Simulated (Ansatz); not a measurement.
Reactions of AlClH5NSi (`[AlH2][NH][SiH2]Cl`).

Calculated with Ansatz (gas phase, PBE0-D4/def2-TZVP geometries, no zero-point term in ΔE). CCSD(T)/CBS is the MP2 limit (def2-TZVPP, def2-QZVPP) plus CCSD(T) − MP2 in def2-TZVPP, frozen cores. This one scheme is used for every species. Functionals use def2-TZVPP. Elements past krypton have def2 core potentials. For Ge, Sn outer-core shells are correlated without core-valence functions, which leaves a few kJ/mol of doubt a bond. Scalar relativity is left out up to krypton. Each species was taken in one conformer, which may not be the lowest.

```csv
reaction,ωB97M-V (kcal/mol),r2SCAN-D4 (kcal/mol),PBE0-D4 (kcal/mol),HF/CBS(def2) (kcal/mol)
`[AlH2][NH][SiH2]Cl` + `[CH3][SnH]([CH3])[CH3]` → `[CH3][SnH]([CH3])[AlH2]` + `CN[SiH2]Cl`,32.7,31.7,28.6,31.6
`[AlH2][NH][SiH2]Cl` + `CCS[SiH3]` → `[SiH3]SC[SiH2]Cl` + `C[NH][AlH2]`,28.0,28.4,26.9,32.2
`[AlH2][NH][SiH2]Cl` + `[SiH3]O[SiH](Cl)O[SiH3]` → `[AlH2][NH][SiH2]O[SiH3]` + `[SiH3]O[SiH](Cl)Cl`,3.9,3.8,4.0,4.4
`[AlH2][NH][SiH2]Cl` + SiH₄ → `[AlH2][NH][SiH2][SiH3]` + HCl,29.1,27.2,25.3,32.6
`[AlH2][NH][SiH2]Cl` + `C=C[SiH](Cl)C=C` → `C=[CH][AlH2]` + `C=C[SiH](Cl)N[SiH2]Cl`,8.2,9.0,8.3,8.3
`[AlH2][NH][SiH2]Cl` + `CB(C)CN` → `NC[SiH2][NH][AlH2]` + `CB(C)Cl`,5.1,5.0,4.8,6.3
`[AlH2][NH][SiH2]Cl` + `C[SiH2]N` → `N[SiH2][SiH2]Cl` + `C[NH][AlH2]`,39.7,37.8,35.1,41.1
`[AlH2][NH][SiH2]Cl` + `[CH3][SnH2][F]` → `F[SiH2][NH][AlH2]` + `[CH3][SnH2][Cl]`,-18.7,-18.2,-18.2,-22.0
`[AlH2][NH][SiH2]Cl` + `C=CN(C)C` → `C=CN(C)[SiH2]Cl` + `C[NH][AlH2]`,6.2,6.5,6.0,7.2
`[AlH2][NH][SiH2]Cl` + `CN[BH][GeH3]` → `[AlH2][NH][SiH2][GeH3]` + `CNBCl`,1.0,-0.2,-0.5,0.5
```

(1) Give the CCSD(T)/CBS values in the same order. (An estimate is asked.)

Largest T1 diagnostic: 0.013, for `CN[BH][GeH3]`.

## Answers

(1) Ansatz gave: 33.2, 28.9, 4.0, 27.8, 8.9, 5.1, 39.1, -19.3, 6.1, 1.6 kcal/mol.
